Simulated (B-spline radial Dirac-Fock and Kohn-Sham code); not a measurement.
Atomic SCF run for V⁵⁺

ΔSCF core binding energies without Breit or QED terms, calculated with a radial B-spline solver. Keys: rel is the Hamiltonian (dirac, or spin-free x2c and nr, where L3 and M5 stand for the whole 2p and 3d shells), method is hf or an exchange,correlation pair (spin-unpolarised, also for the hole states), nuc the nuclear model, radius_factor scales its radius, rmax is the box in bohr, h the logarithmic mesh step, order the B-spline order, points the quadrature points per cell, c_factor scales the speed of light, and damp, ndamp, maxit and tol steer the iteration. The run stops when the commutator error falls below 10·tol·max(1, Z/10), or the numerical noise floor, and the energy has settled to about 1e-8 Ha; the virial ratio is −V/T.

Input (task.json):

```json
{"items": [{"Z": 23, "q": 5, "cfg": [[1, 0, 2], [2, 0, 2], [2, 1, 6], [3, 0, 2], [3, 1, 6]], "A": 51, "rrms": 3.6002, "do": "settings", "holes": ["K", "L3", "M5"],
  "settings": [{"rel": "dirac", "method": "hf", "nuc": "fermi", "radius_factor": 1.0, "rmax": 45.0, "h": 0.3, "order": 8, "points": 10, "c_factor": 0.0975, "maxit": 65, "damp": 0.5, "ndamp": 3, "tol": 1e-08}]}]}
```

Command: `python xray2_run.py task.json out`

Ground-state iterations:

```
iter   energy (Ha)        error
   1     -899.62306256  1.47e+00
   2    -1493.10827822  6.49e+00
   3    -1504.78942580  2.74e+00
   4    -1506.19766776  1.20e+00
   5    -1506.44370212  1.17e-01
   6    -1506.45461222  1.36e-02
   7    -1506.45495063  2.29e-03
   8    -1506.45496169  2.39e-04
   9    -1506.45496178  9.93e-06
  10    -1506.45496178  9.90e-07
  11    -1506.45496178  8.34e-08
```

The ground state converged in 11 iterations, with total energy -1506.45496 Ha, virial ratio 1.16496 and highest orbital energy -128.99 eV. ΔSCF binding energies: K (1s) 2566.5 eV, L3 (2p3/2) 554.5 eV. Holes are computed only in closed shells, and unreliable hole states are left out.

Problem. One setting is unsound. Which, and why?

Solution. c_factor makes c so small that Zα exceeds 1, so any numbers that come out have no meaning. With the default settings (Dirac Hartree-Fock): The ground state converged in 9 iterations, with total energy -942.48165 Ha, virial ratio 1.98851 and highest orbital energy -128.07 eV. ΔSCF binding energies: K (1s) 5572.3 eV, L3 (2p3/2) 616.5 eV. Holes are computed only in closed shells, and unreliable hole states are left out.
